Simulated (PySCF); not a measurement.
Simulated outer-valence photoelectron spectrum of `BOCF` (CH4BFO). Method used: EOM-IP-CCSD/aug-cc-pVDZ in PySCF, restricted Hartree–Fock reference, 4 core orbitals frozen, non-relativistic, gas phase, PBE0-D3(BJ)/def2-SVP geometry.

Each root has a Gaussian of 0.8 eV full width with its one-hole share as area; cross sections and vibrations are left out, and the highest printed point is 100.

```json
{"ionisation energy (eV)": "10.6", "intensity": "0"}
{"ionisation energy (eV)": "10.8", "intensity": "1"}
{"ionisation energy (eV)": "11.0", "intensity": "5"}
{"ionisation energy (eV)": "11.2", "intensity": "14"}
{"ionisation energy (eV)": "11.4", "intensity": "30"}
{"ionisation energy (eV)": "11.6", "intensity": "48"}
{"ionisation energy (eV)": "11.8", "intensity": "60"}
{"ionisation energy (eV)": "12.0", "intensity": "59"}
{"ionisation energy (eV)": "12.2", "intensity": "45"}
{"ionisation energy (eV)": "12.4", "intensity": "26"}
{"ionisation energy (eV)": "12.6", "intensity": "12"}
{"ionisation energy (eV)": "12.8", "intensity": "4"}
{"ionisation energy (eV)": "13.0", "intensity": "1"}
{"ionisation energy (eV)": "13.2", "intensity": "1"}
{"ionisation energy (eV)": "13.4", "intensity": "3"}
{"ionisation energy (eV)": "13.6", "intensity": "12"}
{"ionisation energy (eV)": "13.8", "intensity": "32"}
{"ionisation energy (eV)": "14.0", "intensity": "64"}
{"ionisation energy (eV)": "14.2", "intensity": "94"}
{"ionisation energy (eV)": "14.4", "intensity": "100"}
{"ionisation energy (eV)": "14.6", "intensity": "78"}
{"ionisation energy (eV)": "14.8", "intensity": "45"}
{"ionisation energy (eV)": "15.0", "intensity": "19"}
{"ionisation energy (eV)": "15.2", "intensity": "6"}
{"ionisation energy (eV)": "15.4", "intensity": "2"}
{"ionisation energy (eV)": "15.6", "intensity": "2"}
{"ionisation energy (eV)": "15.8", "intensity": "7"}
{"ionisation energy (eV)": "16.0", "intensity": "18"}
{"ionisation energy (eV)": "16.2", "intensity": "30"}
{"ionisation energy (eV)": "16.4", "intensity": "35"}
{"ionisation energy (eV)": "16.6", "intensity": "29"}
{"ionisation energy (eV)": "16.8", "intensity": "17"}
{"ionisation energy (eV)": "17.0", "intensity": "7"}
{"ionisation energy (eV)": "17.2", "intensity": "2"}
{"ionisation energy (eV)": "17.4", "intensity": "2"}
{"ionisation energy (eV)": "17.6", "intensity": "7"}
{"ionisation energy (eV)": "17.8", "intensity": "21"}
{"ionisation energy (eV)": "18.0", "intensity": "43"}
{"ionisation energy (eV)": "18.2", "intensity": "65"}
{"ionisation energy (eV)": "18.4", "intensity": "69"}
{"ionisation energy (eV)": "18.6", "intensity": "52"}
{"ionisation energy (eV)": "18.8", "intensity": "28"}
{"ionisation energy (eV)": "19.0", "intensity": "11"}
{"ionisation energy (eV)": "19.2", "intensity": "3"}
{"ionisation energy (eV)": "19.4", "intensity": "1"}
```

Problem. Where are the maxima, and how many lines lie under the curve?

Solution. 4 maxima, at 11.9, 14.3, 16.4 and 18.3 eV, from 8 lines. At this width some lines have no maximum of their own.

Problem. List the lines with their holes.

Solution. 
| E (eV) | leading hole (HF orbital) | area | Koopmans (eV) |
| --- | --- | --- | --- |
| 11.69 | HOMO | 0.96 | 12.53 |
| 12.07 | HOMO-1 | 0.95 | 13.25 |
| 14.22 | HOMO-3 | 0.95 | 16.27 |
| 14.32 | HOMO-2 | 0.95 | 15.56 |
| 14.49 | HOMO-4 | 0.95 | 16.61 |
| 16.40 | HOMO-5 | 0.94 | 17.77 |
| 18.29 | HOMO-6 | 0.94 | 20.28 |
| 18.39 | HOMO-7 | 0.94 | 20.38 |

The widest gap, 2.15 eV, lies between 12.07 and 14.22 eV. Only orbitals with −ε under 21 eV, eight at most, were ionised, so the high end of the curve may lack lines.

On an Arm Neoverse N1 with one thread, no GPU (shared host), this took 3.0 min of wall time and 1.9 GiB of memory at its peak.

Conformer computed: `[BH2:1][O:2][CH2:3][F:4]`: B1–O2–C3–F4 1°.

One conformer stands for the species.
